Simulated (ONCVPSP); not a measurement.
What one change does to a pseudopotential (molybdenum, ONCV)

ONCVPSP 4.0.1 input, shortened (lines: element, Z, core and valence counts, functional; n l f; lmax; l rc ep ncon nbas qcut; lloc lpopt rc5 dvloc0; l nproj debl; icmod fcfact rcfact), PBE, scalar-relativistic:

```
  Mo 42.00    7    4        4      upf
    1    0    2.00
    2    0    2.00
    2    1    6.00
    3    0    2.00
    3    1    6.00
    3    2   10.00
    4    0    2.00
    4    1    6.00
    4    2    5.00
    5    0    0.50
    5    1    0.50
    2
    0    2.90    0.00    4    8    2.20
    1    2.50    0.00    4    7    5.60
    2    2.30    0.00    4    9    7.10
    4    2    1.70    0.00
    0    2    3.70
    1    2    0.70
    2    2    1.90
    0    0.00    0.00
```

Change: all radii scaled by about 1.34 (s 3.88, p 3.34, d 3.08 bohr); local potential polynomial inside 2.28 bohr (lpopt 2, dvloc0 0 Ha).

Cutoffs: the cutoffs (Ha) at which the residual kinetic energy of the hardest occupied pseudo-wave falls to 1 and 0.1 mHa per electron; they do not see the model core or the augmentation charge, which bear on the density cutoff. Errors are all-electron minus pseudo energies relative to the spin-unpolarised reference configuration.

Question: How do hardness, ghosts and transferability respond?

Answer: The potential gets softer (16 Ha and 19 Ha → 12 Ha and 15 Ha); of the 4 tests that both files solve, the error grows in 3 and shrinks in 0 by more than 15 % and 0.3 meV (median size 1.8 → 3.8 meV); neither file shows a bound ghost. A larger radius leaves more room for a smooth pseudo-wave, so fewer plane waves are needed. More of the atom is replaced by a form fitted at one configuration, so other configurations suffer.

| quantity | base | changed |
| --- | --- | --- |
| cutoff, loose | 16 Ha | 12 Ha |
| cutoff, tight | 19 Ha | 15 Ha |
| loose cutoff by channel | s 2.8 Ha, p 11 Ha, d 16 Ha | s 1.7 Ha, p 8.8 Ha, d 12 Ha |
| bound ghosts | none | none |
| GHOST(+) flags under 300 eV | s at 77.5 eV | s at 94.2 eV |
| error for 4p6 4d5 5s1 5p0, meV [ΔE -1.54 eV] | -1.0 | -3.0 |
| error for 4p6 4d5 5s0 5p0, meV [ΔE 5.35 eV] | -2.5 | -4.5 |
| error for 4p6 4d4 5s0 5p0, meV [ΔE 20.81 eV] | +11 | -31 |
| error for 4p6 4d5.5 5s0.5 5p0, meV [ΔE -1.26 eV] | -0.5 | +0.4 |
